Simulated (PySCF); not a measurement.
C₄H₂ClFS.
Geometry (GFN2-xTB, Å), atoms numbered from 1 in this order:
```xyz
9
C4H2ClFS angstrom
F     -2.5044    0.9485   -0.1766
C     -1.2317    0.5695   -0.2666
C     -0.7761   -0.6947   -0.4303
C      0.6374   -0.7360   -0.4858
C      1.2025    0.4929   -0.3629
Cl     2.8696    0.8610   -0.3796
S      0.0249    1.7597   -0.1732
H     -1.4129   -1.5558   -0.5073
H      1.2043   -1.6392   -0.6117
```

The calculation used PySCF, TDDFT PBE0/def2-SVPD, vertical, gas phase, core orbitals frozen in the response.

A / s⁻¹ = 0.6670 f (ν̃ / cm⁻¹)² and τ = 1/A in vacuum; |μ| follows from f = (2/3) ΔE |μ|² (atomic units, 1 au = 2.5417 D); ∫σ dE = 109.76 f Mb·eV.

Only emission to the ground state at the vertical energy is counted.

Energies and rates of the computed singlets with f of 0.002 or more:

```csv
state,E (eV),A (s⁻¹)
S2,5.23,1.53×10⁸
S4,6.01,8.56×10⁷
S6,6.34,5.18×10⁶
```

Q: Which f and |μ| stand behind these rates?

A: f = A / (0.6670 ν̃²), and |μ| follows from f:

```json
{"state": "S2", "f": "0.129", "|μ| (D)": "2.55", "τ": "6.5 ns", "main configurations (H = HOMO, L = LUMO)": "H→L (96%)"}
{"state": "S4", "f": "0.055", "|μ| (D)": "1.55", "τ": "12 ns", "main configurations (H = HOMO, L = LUMO)": "H-1→L (74%), H→L+4 (24%)"}
{"state": "S6", "f": "0.0030", "|μ| (D)": "0.35", "τ": "190 ns", "main configurations (H = HOMO, L = LUMO)": "H→L+3 (93%)"}
```

Q: Suppose S2 emitted 0.3 eV lower with the same transition dipole. How would A change?

A: At fixed |μ|, A goes as the cube of the energy: (4.93/5.23)³ = 0.84, which makes τ about 7.8 ns.

Q: By what factor does the largest A in the list exceed the smallest?

A: S2 has 30 times the rate of S6.

Q: How much energy does a mole of photons resonant with S2 carry?

A: 5.230 eV × 96.485 = 505 kJ/mol (121 kcal/mol).
